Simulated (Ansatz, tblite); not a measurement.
Removing and adding an electron: `CC(=O)SCCCCCCCCCCCOc1ccccc1`. Charge 0, multiplicity 1. Geometry: PBE-D4/def2-SVP. Ansatz, gas phase; energy differences of separate SCF runs; the oxidised species was run as a doublet alone; the reduced species was run as a doublet alone.

Cartesian coordinates in Å:
```
C 5.182 -5.065 -4.623
C 4.093 -4.242 -3.970
O 3.518 -4.562 -2.945
S 3.736 -2.721 -4.869
C 2.385 -2.081 -3.820
C 1.004 -2.600 -4.227
C -0.131 -2.069 -3.339
C -0.082 -2.549 -1.885
C -1.254 -2.041 -1.040
C -1.275 -2.561 0.406
C -0.025 -2.238 1.243
C 0.359 -0.754 1.314
C -0.716 0.159 1.914
C -0.272 1.619 2.021
C -1.341 2.521 2.619
O -0.826 3.846 2.670
C -1.602 4.835 3.193
C -2.911 4.648 3.685
C -3.619 5.745 4.205
C -3.046 7.023 4.242
C -1.740 7.202 3.749
C -1.022 6.122 3.229
H 4.768 -6.060 -4.889
H 5.994 -5.235 -3.885
H 5.597 -4.584 -5.529
H 2.443 -0.975 -3.883
H 2.642 -2.392 -2.787
H 0.811 -2.327 -5.286
H 1.018 -3.711 -4.187
H -0.130 -0.955 -3.361
H -1.103 -2.374 -3.788
H 0.876 -2.231 -1.419
H -0.063 -3.663 -1.866
H -1.247 -0.928 -1.041
H -2.208 -2.327 -1.535
H -2.179 -2.160 0.915
H -1.410 -3.665 0.391
H -0.184 -2.622 2.275
H 0.843 -2.809 0.847
H 0.624 -0.381 0.299
H 1.290 -0.654 1.915
H -1.644 0.103 1.301
H -0.999 -0.222 2.922
H 0.000 2.011 1.017
H 0.646 1.698 2.643
H -2.271 2.491 2.002
H -1.617 2.175 3.644
H -3.385 3.657 3.666
H -4.641 5.588 4.586
H -3.609 7.874 4.651
H -1.275 8.200 3.771
H 0.000 6.242 2.839
```

The xTB rows come from tblite. Correlated methods freeze 26 core orbitals. Single mean-field runs in def2-TZVP are fitted with def2-universal-jkfit. HOMO above LUMO, or a gap near zero within one spin, warns that the state may not be the lowest or that an electron is smeared out.

| level | −HOMO (eV) | vertical IE (eV) | −LUMO (eV) | vertical EA (eV) | HOMO–LUMO gap (eV) | IE − EA (eV) | remarks |
| --- | --- | --- | --- | --- | --- | --- | --- |
| GFN1-xTB | 11.15 | 13.15 | 7.63 | 5.39 | 3.51 | 7.76 | – |
| GFN2-xTB | 10.15 | 12.07 | 7.14 | 4.73 | 3.01 | 7.34 | – |
| PBE-D4/def2-TZVP | 5.29 | – | 1.68 | -0.19 | 3.60 | – | HOMO above zero (-1 doublet), gap within one spin near zero (-1 doublet) |
| PBE0-D4/def2-TZVP | 6.32 | 7.84 | 0.66 | -0.60 | 5.67 | 8.44 | HOMO above zero (-1 doublet) |
| B2PLYP/def2-TZVP | – | 8.08 | – | -1.07 | – | 9.15 | – |

Run but left out: PBE-D4/def2-TZVP (charge +1 doublet: an occupied level 0.00 eV above an empty one).   A HOMO above zero means that the electron is unbound at that level or that self-interaction error raises the level; the energy of removing that electron tells which. Raw xTB energy differences between charge states are shifted by several eV; the methods need an empirical correction for them. Sets without diffuse functions give affinities that are too small. A negative affinity means that the extra electron isn't bound; its size then hangs on the basis.
